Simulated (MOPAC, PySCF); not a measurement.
CH5In, SMILES `[CH3][InH2]`, neutral singlet in the gas phase. 

Cartesian coordinates (Å):
```xyz
7

C     -1.0034    -0.0223    -0.1078
In     1.1392     0.0238     0.1007
H     -1.4584     0.0292     0.8852
H     -1.3338    -0.9473    -0.5814
H     -1.3615     0.8303    -0.6858
H      1.9843     1.5341     0.1155
H      2.0335    -1.4479     0.2736
```
Charge 0, spin multiplicity 1.

All levels are single points at this geometry (PBE0-D4/def2-TZVP); Pople sets use spherical d functions. Orbital energies aren't observables, and empty levels follow the basis.

HF/6-31G* (LANL2DZ on In) in PySCF gives dipole (D) = 0.55.

Q: Estimate the dipole (D) from each of these levels: B3LYP-D3(BJ)/def2-TZVP in PySCF; PBE-D3(BJ)/def2-TZVP in PySCF; PBE0-D4/def2-TZVP in PySCF; B3LYP/6-31G* (LANL2DZ on In) in PySCF; B3LYP/LANL2DZ in PySCF; BP86/6-31G* (LANL2DZ on In) in PySCF; M06-2X/6-31G* (LANL2DZ on In) in PySCF; PBE/6-31G* (LANL2DZ on In) in PySCF; SVWN5/6-31G* (LANL2DZ on In) in PySCF; AM1 in MOPAC; PM3 in MOPAC; PM6 in MOPAC.

A: 
```
level                                   dipole (D)
--------------------------------------  ----------
B3LYP-D3(BJ)/def2-TZVP in PySCF               0.69
PBE-D3(BJ)/def2-TZVP in PySCF                 0.73
PBE0-D4/def2-TZVP in PySCF                    0.68
B3LYP/6-31G* (LANL2DZ on In) in PySCF         0.68
B3LYP/LANL2DZ in PySCF                        0.55
BP86/6-31G* (LANL2DZ on In) in PySCF          0.76
M06-2X/6-31G* (LANL2DZ on In) in PySCF        0.61
PBE/6-31G* (LANL2DZ on In) in PySCF           0.76
SVWN5/6-31G* (LANL2DZ on In) in PySCF         0.76
AM1 in MOPAC                                  0.24
PM3 in MOPAC                                  1.05
PM6 in MOPAC                                  0.71
```
